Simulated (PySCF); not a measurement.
Computed shifts of a molecule C₄H₁₁NSi, PBE0/pcSseg-1 (PySCF), GIAO, gas phase, atoms alike by connectivity averaged where their shifts nearly agree, in ppm (number of nuclei): ¹³C: 154.9 (1), 142.1 (1), 27.6 (1), 0.9 (1). ²⁹Si: -18.3 (1). ¹⁵N: 10.3 (1). ¹H: 6.49 (1), 6.18 (1), 5.06 (1), 2.22 (3), 0.50 (3), 0.43 (1), 0.18 (1). References: ¹³C against TMS (σ = 186.3 ppm); ²⁹Si against TMS (σ = 352.7 ppm); ¹⁵N against NH3 (σ = 267.4 ppm); ¹H against TMS (σ = 31.56 ppm), references at their B3LYP-D3(BJ)/def2-TZVP geometries, non-relativistic. Coordinates come from a B3LYP-D3(BJ)/def2-SVP optimisation. One conformer was computed; it need not be the lowest.

Q: Pick the molecule that these values belong to.
A) [SiH3]NCC1CC1
B) C/C=C/[Si@H](C)N
C) N[C@@H]([SiH3])C1CC1
D) C=C[Si@@H](C)CN

A: B, C/C=C/[Si@H](C)N
